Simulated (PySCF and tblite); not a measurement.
The numbers below are computed, except where a source is named.
System: C₅H₇BrF (charge +1), numbered as in [CH3:1]/[CH:2]=[CH:3]\[C+:4]([Br:5])[CH2:6][F:7].

For the rotation about the C3–C4 bond (torsion C2–C3–C4–Br5 from 0° to 164°, rising): electronic barrier 22.05 kcal/mol, zero-point change -1.45 kcal/mol, thermal and entropy terms at 200 K a further 0.05 kcal/mol (symmetry numbers apart). The minimum is Cs, the saddle C1. The path came from a restrained scan, a climbing-image band and a saddle search at GFN2-xTB; energies are PBE0/pcSseg-1 + D3(BJ)//GFN2-xTB, thermal terms GFN2-xTB. Rate constants are transition-state-theory values, counting equivalent paths, without tunnelling. Run with tblite and PySCF.

(1) How many equivalent paths lead out of the minimum?

(2) Work out the rate at 200 K.

The ion is treated without a counter-ion. Spin–orbit effects of heavy atoms on shieldings are missing.

## Answers

(1) 2: the symmetry number of the minimum is 1, that of the saddle displaced along its mode 1, and the displaced saddle is chiral while the minimum is not, which doubles the count.

(2) ΔG‡ = 20.65 kcal/mol; k_B T/h = 4.2×10¹² s⁻¹; exp(−ΔG‡/RT) = 2.7×10⁻²³; times 2 gives k = 2.3×10⁻¹⁰ s⁻¹.
